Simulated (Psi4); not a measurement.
Cl5Mo, doublet, geometry from GFN2-xTB (such geometries of metal compounds can be far from the true shape) (core potentials on Mo); SVWN/def2-SVP (Psi4).

The Psi4 input:
```
memory 2 GB

molecule mol {
0 2
Mo    0.009243   -0.075487   -0.045030
Cl    1.901611   -0.159479   -1.129223
Cl    1.036312   -1.049119    1.838865
Cl   -1.022186    0.933754   -1.907684
Cl   -1.711183   -1.395689    0.201517
Cl   -0.227391    1.857031    1.107776
}

set {
  basis def2-svp
  reference uks
  guess huckel
}

energy('svwn')
print_variables()
```

Output, abridged:

```
   => Loading Basis Set <=

    Name: DEF2-SVP
    Role: ORBITAL
    Keyword: BASIS

    !!!  WARNING: ECP capability is in beta. Please check occupations closely.  !!!

         ---------------------------------------------------------
                                   SCF
               by Justin Turney, Rob Parrish, Andy Simmonett
                          and Daniel G. A. Smith
                              UKS Reference
         ---------------------------------------------------------

  ==> Geometry <==

    Molecular point group: c1
    Full point group: C1

    Geometry (in Angstrom), charge = 0, multiplicity = 2:

       Center              X                  Y                   Z               Mass
    ------------   -----------------  -----------------  -----------------  -----------------
         MO           0.008853060138    -0.072301059530    -0.043129500715    97.905404820000
         CL           1.901221060138    -0.156293059530    -1.127322500715    34.968852682000
         CL           1.035922060138    -1.045933059530     1.840765499285    34.968852682000
         CL          -1.022575939862     0.936939940470    -1.905783500715    34.968852682000
         CL          -1.711572939862    -1.392503059530     0.203417499285    34.968852682000
         CL          -0.227780939862     1.860216940470     1.109676499285    34.968852682000

  Running in c1 symmetry.

  Rotational constants: A =      0.03304  B =      0.02752  C =      0.02501 [cm^-1]
  Rotational constants: A =    990.44201  B =    824.94968  C =    749.65320 [MHz]
  Nuclear repulsion =  715.373482451066593

  Charge       = 0
  Multiplicity = 2
  Electrons    = 99
  Nalpha       = 50
  Nbeta        = 49

  ==> Algorithm <==

  SCF Algorithm Type is DF.
  DIIS enabled.
  MOM disabled.
  Fractional occupation disabled.
  Guess Type is HUCKEL.
  Energy threshold   = 1.00e-06
  Density threshold  = 1.00e-06
  Integral threshold = 1.00e-12

  ==> Primary Basis <==

  Basis Set: DEF2-SVP
    Blend: DEF2-SVP
    Number of shells: 51
    Number of basis functions: 121
    Number of Cartesian functions: 131
    Spherical Harmonics?: true
    Max angular momentum: 3

  Core potential: DEF2-SVP
    Number of shells: 4
    Number of ECP primitives: 14
    Number of ECP core electrons: 28
    Max angular momentum: 3

  ==> DFT Potential <==

   => LibXC <=

    Version 7.1.2
    S. Lehtola, C. Steigemann, M. J. T. Oliveira, and M. A. L. Marques,  SoftwareX 7, 1–5 (2018) (10.1016/j.softx.2017.11.002)

   => Composite Functional: SVWN <=

    Slater exchange
    Vosko, Wilk & Nusair (VWN5_RPA)
    P. A. M. Dirac,  Math. Proc. Cambridge Philos. Soc. 26, 376 (1930) (10.1017/S0305004100016108)
    F. Bloch,  Z. Phys. 57, 545 (1929) (10.1007/BF01340281)
    S. H. Vosko, L. Wilk, and M. Nusair,  Can. J. Phys. 58, 1200 (1980) (10.1139/p80-159)

    Deriv               =              1
    GGA                 =          FALSE
    Meta                =          FALSE

    Exchange Hybrid     =          FALSE
    MP2 Hybrid          =          FALSE

   => Exchange Functionals <=

    1.0000         XC_LDA_X

   => Correlation Functionals <=

    1.0000   XC_LDA_C_VWN_RPA

   => LibXC Density Thresholds  <==

    XC_LDA_C_VWN_RPA:  1.00E-15
    XC_LDA_X:  1.00E-15

   => Molecular Quadrature <=

    Radial Scheme          =       TREUTLER
    Pruning Scheme         =           NONE
    Nuclear Scheme         =       TREUTLER

    Blocking Scheme        =         OCTREE
    BS radius alpha        =              1
    Pruning alpha          =              1
    Radial Points          =             75
    Spherical Points       =            302
    Total Points           =         129016
    Total Blocks           =           1104
    Max Points             =            256
    Max Functions          =            108
    Weights Tolerance      =       1.00E-15

   => Loading Basis Set <=

    Name: (DEF2-SVP AUX)
    Role: JKFIT
    Keyword: DF_BASIS_SCF

  ==> Integral Setup <==

  SCF_SUBTYPE=INCORE selected. In-core MEM_DF algorithm will be used.
  Using in-core AOs.

  ==> MemDFJK: Density-Fitted J/K Matrices <==

    J tasked:                   Yes
    K tasked:                    No
    wK tasked:                   No
    Algorithm:                 Core
    Schwarz Cutoff:           1E-12
    Mask sparsity (%):       5.9695
    Fitting Condition:        1E-10

   => Auxiliary Basis Set <=

  Basis Set: (DEF2-SVP AUX)
    Blend: DEF2-UNIVERSAL-JKFIT
    Number of shells: 239
    Number of basis functions: 895
    Number of Cartesian functions: 1159
    Spherical Harmonics?: true
    Max angular momentum: 6

  Minimum eigenvalue in the overlap matrix is 6.9357521070E-03.
  Reciprocal condition number of the overlap matrix is 1.7527375280E-03.
    Using symmetric orthogonalization.

  ==> Pre-Iterations <==

  SCF Guess: Huckel guess via on-the-fly atomic UHF (doi:10.1021/acs.jctc.8b01089).

   -------------------------------------------------------
    Irrep   Nso     Nmo     Nalpha   Nbeta   Ndocc  Nsocc
   -------------------------------------------------------
     A        121     121      50      49      49       1
   -------------------------------------------------------
    Total     121     121      50      49      49       1
   -------------------------------------------------------

  ==> Iterations <==

                           Total Energy        Delta E     RMS |[F,P]|

   @DF-UKS iter   1: -2361.69189917447966   -2.36169e+03   1.66665e-02 ADIIS/DIIS
   @DF-UKS iter   2: -2347.69917199960128    1.39927e+01   3.52592e-02 ADIIS/DIIS
   @DF-UKS iter   3: -2362.82059588819629   -1.51214e+01   5.87990e-03 ADIIS/DIIS
   @DF-UKS iter   4: -2361.76245091446071    1.05814e+00   1.17571e-02 ADIIS/DIIS
   @DF-UKS iter   5: -2363.04886748159515   -1.28642e+00   3.69276e-03 ADIIS/DIIS
   @DF-UKS iter   6: -2363.14845904289950   -9.95916e-02   1.56775e-03 ADIIS/DIIS
   @DF-UKS iter   7: -2363.13578432227223    1.26747e-02   1.67600e-03 ADIIS/DIIS
   @DF-UKS iter   8: -2363.16723950919459   -3.14552e-02   5.93268e-04 ADIIS/DIIS
   @DF-UKS iter   9: -2363.17010545664562   -2.86595e-03   2.71491e-04 ADIIS/DIIS
   @DF-UKS iter  10: -2363.17038914304294   -2.83686e-04   1.95138e-04 ADIIS/DIIS
   @DF-UKS iter  11: -2363.16865556992752    1.73357e-03   3.66210e-04 ADIIS/DIIS
   @DF-UKS iter  12: -2363.17071211414577   -2.05654e-03   1.24185e-04 ADIIS/DIIS
   @DF-UKS iter  13: -2363.17086293135935   -1.50817e-04   5.69895e-05 DIIS
   @DF-UKS iter  14: -2363.17088576041942   -2.28291e-05   3.08549e-05 DIIS
   @DF-UKS iter  15: -2363.17088020859501    5.55182e-06   3.06503e-05 DIIS
   @DF-UKS iter  16: -2363.17089478695016   -1.45784e-05   8.68166e-06 DIIS
   @DF-UKS iter  17: -2363.17089569169684   -9.04747e-07   1.68334e-06 DIIS
   @DF-UKS iter  18: -2363.17089567788071    1.38161e-08   1.64947e-06 DIIS
   @DF-UKS iter  19: -2363.17089571785391   -3.99732e-08   5.25446e-07 DIIS
  Energy and wave function converged.

  ==> Post-Iterations <==

   Electrons on quadrature grid:
      Nalpha   =   50.0000010539 ; deviation = 1.054e-06
      Nbeta    =   48.9999992150 ; deviation = -7.850e-07
      Ntotal   =   99.0000002689 ; deviation = 2.689e-07

   @Spin Contamination Metric:   3.278864885E-03
   @S^2 Expected:                7.500000000E-01
   @S^2 Observed:                7.532788649E-01
   @S   Expected:                5.000000000E-01
   @S   Observed:                5.000000000E-01

    Orbital Energies [Eh]
    ---------------------

    Alpha Occupied:

[...]
    Alpha Virtual:

[...]
    Beta Occupied:

[...]
      49A     -0.295041

    Beta Virtual:

[...]
    Final Occupation by Irrep:
              A
    DOCC [    49 ]
    SOCC [     1 ]
    NA   [    50 ]
    NB   [    49 ]

  @DF-UKS Final Energy: -2363.17089571785391

   => Energetics <=

    Nuclear Repulsion Energy =            715.3734824510665931
    One-Electron Energy =               -4718.6152608626134679
    Two-Electron Energy =                1783.5338785701010238
    DFT Exchange-Correlation Energy =    -143.4629958764079447
    Empirical Dispersion Energy =           0.0000000000000000
    VV10 Nonlocal Energy =                  0.0000000000000000
    Total Energy =                      -2363.1708957178539094

  UHF NO Occupations:
  HONO-2 :   48  A 1.9996012
  HONO-1 :   49  A 1.9994547
  HONO-0 :   50  A 1.0000000
  LUNO+0 :   51  A 0.0005453
  LUNO+1 :   52  A 0.0003988
  LUNO+2 :   53  A 0.0003514
  LUNO+3 :   54  A 0.0001985

Computation Completed

Properties will be evaluated at   0.000000,   0.000000,   0.000000 [a0]

Properties computed using the SCF density matrix

 Multipole Moments:

 ------------------------------------------------------------------------------------
     Multipole            Electronic (a.u.)      Nuclear  (a.u.)        Total (a.u.)
 ------------------------------------------------------------------------------------

 L = 1.  Multiply by 2.5417464519 to convert [e a0] to [Debye]
 Dipole X            :          0.5897655           -0.5620632            0.0277023
 Dipole Y            :         -4.8158600            4.5902508           -0.2256093
 Dipole Z            :         -2.8728204            2.7382064           -0.1346140
 Magnitude           :                                                    0.2641740

 ------------------------------------------------------------------------------------

  Variable Map:
  ----------------------------------------------------------------------------
[...]
  Array Variable Map:
  ----------------------------------------------------------------------------
[...]
[...]
```
